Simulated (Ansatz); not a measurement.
Ansatz results at the PBE0-D4/def2-TZVP geometry: HOMO energy (B3LYP/def2-TZVPP) -7.73 eV; size of the dipole moment (PBE/def2-TZVPP) 1.75 D; LUMO energy (B3LYP/def2-TZVPP) -0.24 eV.

Each molecule was computed in one conformer, which needn't be the lowest.

(1) Which molecule gave them?
A. `NCBCl`
B. `SC1NBO1`
C. `OC(S)=[Se]`
D. `FC[SiH](F)S`

## Answers

(1) D. The others give `NCBCl`: -6.75, 1.73, -1.36; `OC(S)=[Se]`: -6.36, 1.07, -2.04; `SC1NBO1`: -7.09, 2.19, -0.13.

B3LYP here is the variant with VWN-RPA as its local correlation; programs differ in this.
